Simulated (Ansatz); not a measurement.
`[NH2][Ta]([NH2])(=[S])[Cl]`, charge 0, multiplicity 1.

**Question.** Give a relaxed structure at PBE0-D4/def2-TZVP (Ansatz 0.2.0). (An estimate is asked.)

**Answer.** The calculation gave: 
Cartesian coordinates in Å:
```
N 1.077 0.971 -0.868
Ta -0.218 0.345 0.464
N -0.718 -1.524 0.140
S 0.729 0.445 2.400
Cl -2.121 1.657 0.323
H 0.940 0.922 -1.869
H 1.993 1.338 -0.657
H -1.075 -1.878 -0.737
H -0.607 -2.276 0.804
```
Point group Cs.
This is one stationary point; other conformers may exist.
